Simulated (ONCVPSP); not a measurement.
Ru, ONCV: configuration errors across variants

```
Element                 : Ru (Z = 44)
Generator               : ONCVPSP 4.0.1
Type                    : optimised norm-conserving Vanderbilt (ONCV)
Functional              : PBEsol
Relativity              : scalar-relativistic
Frozen core             : [Ar] 3d10
Valence charge          : 16
Reference configuration : 4s2 4p6 4d7 5s1
Partial waves           : 4s+5s: rc 1.50 bohr, ncon 5, nbas 8, qcut 8.3 1/bohr, 2 projectors; 4p: rc 1.25 bohr, ncon 4, nbas 8, qcut 6.2 1/bohr, 2 projectors, debl 3.9 Ha; 4d: rc 1.65 bohr, ncon 4, nbas 9, qcut 10.9 1/bohr, 2 projectors, debl 2.3 Ha
Local potential         : polynomial inside 0.85 bohr (lpopt 1, dvloc0 3 Ha)
Core correction         : Teter function, fcfact 2.25, rcfact 1.5
```

All-electron excitation energies from the reference (eV): (1) 4s2 4p6 4d7 5s0 7.300; (2) 4s2 4p6 4d6 5s0 25.484; (3) 4s2 4p6 4d5 5s0 56.094; (4) 4s2 4p6 4d6 5s1 10.130.

3 further variants failed, have other tests or another functional or relativity, and are left out.

Errors AE − PS in meV (a dash: test not solved or not reliable):

| change | (1) | (2) | (3) | (4) | bound ghosts | GHOST(+) flags above zero |
| --- | --- | --- | --- | --- | --- | --- |
| base | -1.5 | -1.9 | -2.3 | +0.1 | none | s |
| s: ncon 4, nbas 7 | -1.6 | -2.0 | -2.4 | 0.0 | none | s |
| p: rc 1.24 | -1.5 | -1.9 | -2.3 | +0.1 | none | s |

**Question.** Give the same row for: core correction none.

**Answer.** -1.5, -2.0, -2.7, 0.0; bound ghosts: none; GHOST(+) flags above zero: s.
